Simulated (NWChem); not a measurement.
Lowest excitation of H2PbS

```xyz
4

Pb     0.3512    -0.2600     0.0000
H      1.4267     1.2656     0.0000
S     -1.7261     1.2401     0.0000
H     -2.6092     0.2123     0.0000
```
Charge 0, spin multiplicity 1.

The numbers come from NWChem runs, not from measurements. All single points use one geometry, from B3LYP/def2-SVP with def2 effective core potentials on Pb, a minimum by its harmonic frequencies. It is one conformer; others weren't searched.

Basis set: def2-SVPD.

The cost column gives rough processor time relative to TD-PBE; each entry includes its own SCF.

Effective core potentials replace the inner electrons of Pb; spin-orbit coupling is left out. The correlated methods keep 9 core orbitals frozen. B3LYP has NWChem's definition, with VWN1-RPA local correlation. The structure started from a generated list of species. No row is a measurement; the coupled-cluster row has its own basis-set and correlation limits.

| method | lowest vertical singlet excitation energy (eV) | relative cost |
|---|---|---|
| TD-PBE | ? | 1 |
| CIS | ? | under 3 |
| EOM-CCSD | 3.11 | under 3 |
| TD-B3LYP | ? | under 3 |
| TD-PBE0 | ? | under 3 |

**Question.** What belongs in the gaps?

**Answer.** 
- TD-PBE, lowest vertical singlet excitation energy (eV): 2.91
- CIS, lowest vertical singlet excitation energy (eV): 3.40
- TD-B3LYP, lowest vertical singlet excitation energy (eV): 2.97
- TD-PBE0, lowest vertical singlet excitation energy (eV): 3.05
